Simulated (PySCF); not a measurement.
**`C/C=C/C[Si](O)(O)CC`: 4 charge schemes on one density**

Species: C6H14O2Si.
Numbering: `[CH3:1]/[CH:2]=[CH:3]/[CH2:4][Si:5]([OH:6])([OH:7])[CH2:8][CH3:9]` (hydrogens: H10, H11, H12 on C1; H13 on C2; H14 on C3; H15, H16 on C4; H17 on O6; H18 on O7; H19, H20 on C8; H21, H22, H23 on C9)

Structure used (GFN2-xTB), in Å, numbered top down from 1:
```
atom  x, y, z in Å
C1    -3.9802   -0.0089   -0.0289
C2    -2.5983   -0.5754    0.0012
C3    -1.5779   -0.0388    0.6513
C4    -0.1879   -0.5763    0.6433
Si5    0.9014    0.4422   -0.5658
O6     0.8366    2.0295   -0.1616
O7     0.3299    0.3542   -2.0822
C8     2.6803   -0.2220   -0.6591
C9     3.4046   -0.2480    0.6838
H10   -4.0271    0.9281    0.5210
H11   -4.6895   -0.7096    0.4124
H12   -4.2947    0.1722   -1.0570
H13   -2.4572   -1.4942   -0.5539
H14   -1.7203    0.8839    1.2001
H15    0.2224   -0.5390    1.6527
H16   -0.2005   -1.6204    0.3339
H17    1.1526    2.3311    0.6845
H18   -0.4917    0.7856   -2.3033
H19    3.2467    0.3970   -1.3550
H20    2.6778   -1.2273   -1.0773
H21    4.4175   -0.6303    0.5690
H22    2.8812   -0.8858    1.3927
H23    3.4696    0.7521    1.1084
```

Density: PBE0/pcSseg-1 (PySCF); schemes: Mulliken, IAO, Hirshfeld and ESP-fitted. Geometry: GFN2-xTB, one conformer, isolated molecule.

Task: Give the atomic charges in each scheme.

Result: In e:

```
atom                  environment  Mulliken     IAO  Hirshfeld  ESP-fitted
  C1               allylic carbon    -0.214  -0.422     -0.119      -0.446
  C2             alkene CH carbon    -0.226  -0.163     -0.053      -0.026
  C3             alkene CH carbon    -0.190  -0.146     -0.054      -0.202
  C4  sp3 carbon bound to silicon    -0.514  -0.587     -0.172      -0.583
 Si5         oxygen-bound silicon    +1.227  +1.449     +0.484      +0.991
  O6               silanol oxygen    -0.560  -0.797     -0.315      -0.754
  O7               silanol oxygen    -0.545  -0.789     -0.309      -0.813
  C8  sp3 carbon bound to silicon    -0.593  -0.577     -0.165      -0.139
  C9                methyl carbon    -0.305  -0.409     -0.119      -0.259
 H10              methyl hydrogen    +0.108  +0.142     +0.043      +0.127
 H11              methyl hydrogen    +0.124  +0.148     +0.043      +0.136
 H12              methyl hydrogen    +0.119  +0.146     +0.042      +0.133
 H13             vinylic hydrogen    +0.089  +0.134     +0.040      +0.121
 H14             vinylic hydrogen    +0.091  +0.134     +0.037      +0.166
 H15           methylene hydrogen    +0.142  +0.146     +0.036      +0.175
 H16           methylene hydrogen    +0.140  +0.152     +0.042      +0.164
 H17            hydroxyl hydrogen    +0.239  +0.365     +0.173      +0.438
 H18            hydroxyl hydrogen    +0.249  +0.368     +0.172      +0.491
 H19           methylene hydrogen    +0.144  +0.151     +0.040      +0.054
 H20           methylene hydrogen    +0.140  +0.150     +0.040      +0.050
 H21              methyl hydrogen    +0.121  +0.143     +0.041      +0.087
 H22              methyl hydrogen    +0.116  +0.133     +0.036      +0.044
 H23              methyl hydrogen    +0.099  +0.127     +0.034      +0.047
```

Mean size of the charges over all atoms: IAO 0.338 e, ESP-fitted 0.280 e, Mulliken 0.274 e, Hirshfeld 0.114 e. Each set sums to the total charge, 0, to within 0.001 e. The Mulliken scheme gives each basis function's population to the atom it is centred on and halves the overlap population of two atoms between them. The IAO scheme counts the electrons in orthogonalised intrinsic atomic orbitals, a minimal basis polarised so that it spans the occupied orbitals exactly.

Lowest charge. The schemes don't all agree: Mulliken C8 (-0.593); IAO O6 (-0.797); Hirshfeld O6 (-0.315); ESP-fitted O7 (-0.813).

Highest charge. All schemes agree: Mulliken Si5 (+1.227); IAO Si5 (+1.449); Hirshfeld Si5 (+0.484); ESP-fitted Si5 (+0.991).

Task: How closely do the schemes follow one another over all atoms?

Result: Correlation coefficient and root-mean-square difference: IAO with Hirshfeld 0.99, 0.305 e; Mulliken with IAO 0.99, 0.108 e; Hirshfeld with ESP-fitted 0.97, 0.236 e; Mulliken with Hirshfeld 0.97, 0.224 e; IAO with ESP-fitted 0.95, 0.149 e; Mulliken with ESP-fitted 0.91, 0.162 e.

Task: How many electrons does the Mulliken scheme count on C2?

Result: Z − q = 6 − (-0.226) = 6.226.

Task: Sum the charges by element, for elements with more than one atom.

Result: 
```json
{"element": "C", "atoms": "6", "Mulliken": "-2.043", "IAO": "-2.303", "Hirshfeld": "-0.682", "ESP-fitted": "-1.654"}
{"element": "O", "atoms": "2", "Mulliken": "-1.105", "IAO": "-1.586", "Hirshfeld": "-0.624", "ESP-fitted": "-1.567"}
{"element": "H", "atoms": "14", "Mulliken": "+1.921", "IAO": "+2.441", "Hirshfeld": "+0.822", "ESP-fitted": "+2.231"}
```

The run behind these numbers computed NMR shieldings as well. Hardware: Arm Neoverse V1, one thread (shared host). Cost: 56 s of wall time, 1.1 GiB resident at most.
